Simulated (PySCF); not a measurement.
**SnF⁻ from Hartree–Fock to correlated methods**

State: ³Σ⁻ (triplet), unpaired electrons π ↑↑. Set-up: PySCF, scalar-relativistic core potentials, basis sets Sn def2-TZVPPD with ECP28, F def2-TZVPPD. De refers to Sn + F⁻ in their high-spin ground configurations, without counterpoise correction. The functionals are run spin-unrestricted. A positive dipole points towards F; it is taken about the centre of mass and depends on that origin.

```
      Level  Re (Å)  ωe (cm⁻¹)  De (eV)  μ (D)
        UHF   2.016        473      n/a  -1.49
    UHF-MP2   2.048        443     2.66    n/a
UHF-SCS-MP2   2.053        439     2.60    n/a
   UHF-CCSD   2.036        457      n/a    n/a
UHF-CCSD(T)   2.042        451     2.75    n/a
        PBE   2.074        423     2.79  -1.54
       PW91   2.072        425     2.80  -1.57
       BP86   2.073        425     2.78  -1.50
       TPSS   2.060        437     2.84  -1.45
     r²SCAN   2.039        455     3.02  -1.39
      M06-L   2.055        444      n/a  -1.27
       PBE0   2.041        451     2.85  -1.51
     M06-2X   2.050        450     2.75  -1.85
    ωB97X-V   2.044        452     2.79  -1.61
```

The bond length runs from 2.016 Å (UHF) to 2.074 Å (PBE). De spans 2.60 eV (UHF-SCS-MP2, perturbation theory) to 3.02 eV (r²SCAN, meta-GGA).

Correlated steps freeze 5 core orbitals. Spin–orbit coupling is left out, which matters for elements this heavy, above all for dissociation energies. For an ion De counts to the pair picked by the measured ionisation energies or electron affinities, which need not be the lowest pair at this level. The highest Kohn–Sham level is positive in this anion. Much of that is self-interaction error, but it also means that the finite basis helps to hold the extra electron. The state was picked by a PBE0 search and need not be the measured ground state.

The whole job (state search and all levels along the bond) took about 14 min on 2 threads of Intel Xeon Platinum 8375C @ 2.90GHz (shared host), peak memory 3.8 GiB.
